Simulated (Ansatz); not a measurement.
Total energies of the cluster Ag₂Sn (the lowest singlet isomer of a short search) from Ansatz at PBE0-D4/def2-TZVP, gas phase (1 Eh = 27.2114 eV = 2625.5 kJ/mol). The reference geometry is relaxed at B3LYP-D4/def2-TZVP.

Cartesian coordinates in Å:
```
Ag -0.629 -0.514 -1.542
Ag 1.431 -0.463 0.880
Sn -0.802 0.977 0.662
```

```csv
state,geometry,energy (Eh)
charge 0 singlet,reference,-508.32639
charge 1 doublet,reference,-508.07559
charge 1 doublet,relaxed at B3LYP-D4/def2-TZVP,-508.08505
charge 0 triplet,relaxed at B3LYP-D4/def2-TZVP,-508.31677
charge 0 quintet,relaxed at B3LYP-D4/def2-TZVP,-508.23491
free Ag atom (doublet),–,-146.96650
free Sn atom (triplet),–,-214.25870
```

In the def2 sets Ag, Sn take a core potential; there is no spin–orbit coupling.

(1) Work out the vertical ionisation energy to the doublet.

(2) How much does the charge 1 doublet relax, and what is the adiabatic ionisation energy?

(3) Which of the charge 0 states is lowest, and how far above it are the others?

(4) What is the binding energy per atom against free atoms?

(1) E(charge 1 doublet) − E(charge 0 singlet) = -508.07559 − (-508.32639) = 0.25080 Eh = 6.82 eV. For comparison, −ε of the highest occupied level is 5.16 eV at this level, 1.66 eV less.

(2) Relaxation: -508.07559 − (-508.08505) = 0.00946 Eh = 0.26 eV. Adiabatic ionisation energy: 0.24134 Eh = 6.57 eV, without zero-point energy. 

(3) The singlet. triplet: -508.31677 − (-508.32639) = 0.00962 Eh = 25.3 kJ/mol; quintet: -508.23491 − (-508.32639) = 0.09148 Eh = 240.2 kJ/mol.

(4) Atoms: 2 × (-146.96650) + 1 × (-214.25870) = -508.19170 Eh. Binding: -508.19170 − (-508.32639) = 0.13469 Eh = 3.67 eV, or 1.22 eV for each of 3 atoms (no zero-point energy, no counterpoise term).

The structure comes from a short search, and lower isomers may exist.
